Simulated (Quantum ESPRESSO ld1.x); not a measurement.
Species: the silicon ion Si2+. Configuration: [Ne] 3s1 3d1 (not the ground configuration). Method: Dirac Kohn-Sham, exchange-only LDA, spin-unpolarised, spherical densities, point nucleus; open shells fill j = l - 1/2 first; computed with ld1.x of Quantum ESPRESSO 7.5.

Unscreened Slater integrals over Kohn-Sham orbitals (cm^-1). Large and small components are both included. Empty in this configuration: 3d5/2, 3p1/2, 3p3/2, 4s1/2.

\begin{tabular}{lr}
integral & value \\ \hline
F0(4s1/2,4s1/2) & 43415 \\
F0(4s1/2,3d5/2) & 50466 \\
G2(4s1/2,3d5/2) & 11762 \\
F0(4s1/2,3d3/2) & 50468 \\
G2(4s1/2,3d3/2) & 11758 \\
F0(4s1/2,3p3/2) & 53617 \\
G1(4s1/2,3p3/2) & 5935.9 \\
F0(4s1/2,3p1/2) & 53640 \\
G1(4s1/2,3p1/2) & 5917.2 \\
F0(3d5/2,3d5/2) & 67822 \\
F2(3d5/2,3d5/2) & 33694 \\
F4(3d5/2,3d5/2) & 21500 \\
F0(3d5/2,3d3/2) & 67829 \\
F2(3d5/2,3d3/2) & 33697 \\
G2(3d5/2,3d3/2) & 33694 \\
G4(3d5/2,3d3/2) & 21499 \\
F0(3d5/2,3p3/2) & 76616 \\
F2(3d5/2,3p3/2) & 37003 \\
G1(3d5/2,3p3/2) & 46377 \\
G3(3d5/2,3p3/2) & 27880 \\
F0(3d5/2,3p1/2) & 76681 \\
G3(3d5/2,3p1/2) & 27865 \\
F0(3d3/2,3d3/2) & 67836 \\
F2(3d3/2,3d3/2) & 33699 \\
F0(3d3/2,3p3/2) & 76627 \\
F2(3d3/2,3p3/2) & 37009 \\
G1(3d3/2,3p3/2) & 46384 \\
G3(3d3/2,3p3/2) & 27883 \\
F0(3d3/2,3p1/2) & 76691 \\
G1(3d3/2,3p1/2) & 46377 \\
F0(3p3/2,3p3/2) & 90207 \\
F2(3p3/2,3p3/2) & 46043 \\
F0(3p3/2,3p1/2) & 90314 \\
G2(3p3/2,3p1/2) & 46091 \\
F0(3p1/2,3p1/2) & 90421 \\
\end{tabular}
